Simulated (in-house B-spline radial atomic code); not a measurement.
The numbers below are computed, except where a source is named.
# Stopping and range of 1 keV As in Ge

The pair potential comes from two frozen, spherical free-atom densities (PBE, B-spline radial code, scalar-relativistic past argon): electrostatics plus the change in Thomas-Fermi kinetic and Dirac exchange energy where they overlap, the recipe behind the universal ZBL potential, which averages such potentials (from solid-state densities) over many pairs. It is written V = (Z1 Z2 e²/r) φ(r/a), with e² = 14.3996 eV·Å and a = 0.46850 Å/(Z1^0.23 + Z2^0.23); ZBL's fit is φ = 0.18175 e^(−3.1998x) + 0.50986 e^(−0.94229x) + 0.28022 e^(−0.4029x) + 0.02817 e^(−0.20162x). Where φ falls below 4e-4 it is continued as an exponential.

The target is taken as amorphous, with density 5.3234 g/cm³ (NSM archive of the Ioffe Institute); channelling is ignored. Masses: As 74.92, Ge 72.63 u. Nuclear stopping is S_n = 4π a Z1 Z2 e² M1/(M1 + M2) × s_n(ε), with s_n integrated over impact parameters for each pair. Electronic stopping is Lindhard and Scharff's S_e = Z1^(1/6) 8π e² a0 Z1 Z2/(Z1^(2/3) + Z2^(2/3))^(3/2) × v/v0, with a0 = 0.529177 Å and v = v0 at 24.801 keV/u; it misses the oscillations with Z1 seen in experiment, which reach tens of per cent. Compounds add by atom fraction.

| target atom | a (Å) | ε at this energy | s_n, this pair | s_n, ZBL potential |
| --- | --- | --- | --- | --- |
| Ge | 0.10519 | 0.003405 | 0.09954 | 0.1032 |

(1) What are the atom density and the stopping powers at entry?

Along the track:

```tsv
E (keV)	N S_n (eV/nm)	N S_e (eV/nm)
0.05	91.4	9.02
0.15	172	15.6
0.3	247	22.1
0.5	320	28.5
0.75	390	34.9
1	448	40.3
```

(2) Estimate the path length and the projected range.

Results:

(1) N = 5.3234 × 0.602214/72.63 = 0.04414 atoms/Å³. For Ge: S_n = 10210 × 0.09954 = 1016 eV·Å², S_e = 2.8907 × √1000 = 91.41 eV·Å². Averaged over the target's atoms and times N × 10 Å/nm, the ion loses N S_n = 448 eV/nm to recoils and N S_e = 40.3 eV/nm to electrons; the nuclear share is 92 %.

(2) With continuous slowing down the path is the integral of dE/(N (S_n + S_e)). Trapezoids over the table give 3.3 nm, and the stretch below the first row, with stopping taken as √E, adds 2E/(N S) = 1 nm: 4.3 nm in all, against 3.97 nm on a fine grid from 5 eV, a cut that itself drops some per cent of so short a path. Deflections shorten the depth: to first order in the energy passed on, N (S_n + S_e) dR_p/dE = 1 − N S_n (M2/M1) R_p/(2E), summed over the target's atoms, and integrating this on the fine grid gives R_p = 2.18 nm, 0.55 of the path. Lindhard's rule of thumb R/(1 + M2/3M1), with mean M2/M1 = 0.97, gives 3 nm. On the ZBL potential the same equation gives 2.12 nm, and the full integral equation, which keeps hard collisions, 2.11 nm.
